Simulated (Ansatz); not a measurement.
**Question.** Name a neutral molecule of C, Cl, F, Ge, Si and H with HOMO–LUMO gap (PBE/def2-TZVPP) between 3.75 and 4.05 eV and LUMO energy (B3LYP/def2-TZVPP) between -1.25 and -0.95 eV (Ansatz, PBE0-D4/def2-TZVP geometry).

**Answer.** `F[Si@H]1[GeH2][C@@H]1Cl` (4.05 eV, -1.22 eV). Other molecules can fit too; these were computed, each in one conformer that needn't be the lowest.

B3LYP here is the variant with VWN-RPA as its local correlation; programs differ in this.
